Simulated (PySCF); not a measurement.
## Excitation energy of B by level of theory

B [He] 2s2 2p1 (2P) → B [He] 2s1 2p1 3s1 (4P), as a difference of total energies. Calculation: PySCF 2.14, in aug-cc-pVDZ-DK; the spin-free X2C one-electron Hamiltonian (Gaussian nucleus). Correlated levels: valence: 1s2 frozen. The calculations carry no spin-orbit coupling.

```tsv
method	excitation energy (eV)
UHF	8.167
MP2 (valence)	9.050
SCS-MP2 (valence)	9.276
CCSD (valence)	9.558
CCSD(T) (valence)	9.581
CCSDT (valence)	9.591
FCI (valence)	9.591
```

**Question.** How much does correlation contribute at CCSD(T) (valence)?

**Answer.** 9.581 − (8.167) = 1.414 eV, measured against UHF.

The upper state lies above the first ionisation limit, but in LS coupling its spin forbids autoionisation to the ground ion. A Rydberg-like electron needs more diffuse functions than a valence basis has.

The promoted electron is Rydberg-like, and one or two diffuse shells describe it only roughly, which tends to raise the upper state.
